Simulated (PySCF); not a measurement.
**Electronic structure of Sn+ (tin, charge +1) at the UHF level**

Configuration: [Kr] 4d10 5s2 5d1, 2D determinant (an excited configuration). Calculation: PySCF 2.14, in dyall-av2z (22s16p12d, 130 functions); no relativity, point nucleus.

```
Total energy                                                  : -6022.389535 hartree
One-electron energy                                           : -8282.3141 hartree
Hartree (Coulomb) energy                                      : 2418.4045 hartree
Exchange energy                                               : -158.4800 hartree
Kinetic energy                                                : 6022.46137 hartree
⟨S²⟩                                                          : 0.7506
⟨L²⟩                                                          : 6.002
Sum of ⟨r⟩                                                    : 34.30 bohr
Sum of ⟨r²⟩                                                   : 61.04 bohr²
Traceless quadrupole moment −½Σ⟨3z² − r²⟩ along its main axis : 6.96 e·bohr²
Density at the nucleus (Gaussians lack the cusp)              : 87600 bohr⁻³
Spin density at the nucleus                                   : -0.458 bohr⁻³
Langevin diamagnetic susceptibility                           : -48.3 ×10⁻⁶ cm³/mol
```

| shell | electrons | mean orbital energy (hartree) | spread (hartree) | rms radius, mean of both spins (bohr) |
| --- | --- | --- | --- | --- |
| 1s β | 1 | -1041.63574 | 0 | 0.0352 |
| 1s α | 1 | -1041.63567 | 0 | 0.0352 |
| 2s α | 1 | -157.38632 | 0 | 0.142 |
| 2s β | 1 | -157.38592 | 0 | 0.142 |
| 2p α | 3 | -146.89765 | 0.00002 | 0.124 |
| 2p β | 3 | -146.89719 | 0.00053 | 0.124 |
| 3s α | 1 | -32.00647 | 0 | 0.374 |
| 3s β | 1 | -32.00642 | 0 | 0.374 |
| 3p α | 3 | -27.61536 | 0.00086 | 0.368 |
| 3p β | 3 | -27.61515 | 0.00127 | 0.368 |
| 3d α | 5 | -19.57088 | 0.00160 | 0.341 |
| 3d β | 5 | -19.57032 | 0.00125 | 0.341 |
| 4s α | 1 | -5.91948 | 0 | 0.903 |
| 4s β | 1 | -5.91846 | 0 | 0.903 |
| 4p α | 3 | -4.37392 | 0.00123 | 0.963 |
| 4p β | 3 | -4.37254 | 0.00329 | 0.963 |
| 4d α | 5 | -1.77458 | 0.00480 | 1.17 |
| 4d β | 5 | -1.77307 | 0.00425 | 1.17 |
| 5s α | 1 | -0.79883 | 0 | 2.55 |
| 5s β | 1 | -0.79096 | 0 | 2.55 |
| 5d α | 1 | -0.22068 | 0 | 4.98 |

A non-relativistic calculation at this Z misses sizeable relativistic shifts. The outer electron is Rydberg-like, and this basis confines it to a smaller radius and binds it less than a complete one would.

Spin-orbit constants ζ (cm⁻¹) from the X2C one-electron operator on these orbitals (non-relativistic here): bare nucleus, nucleus screened by l(l+1)(2l+1)/3 electrons, and screened by the Breit-Pauli mean field of the electrons.

| shell | bare | screened nucleus | mean field |
| --- | --- | --- | --- |
| 2p | 1066000 | 1023000 | 1002000 |
| 3p | 192500 | 184800 | 180200 |
| 3d | 33730 | 26980 | 25970 |
| 4p | 32420 | 31120 | 30260 |
| 4d | 4026 | 3221 | 3031 |
| 5d | 91.84 | 73.47 | 66.73 |

To first order the Landé constant is A = 66.73 cm⁻¹, so the lowest level has J = 3/2 and lies 0.0124 eV below the centre of the term.
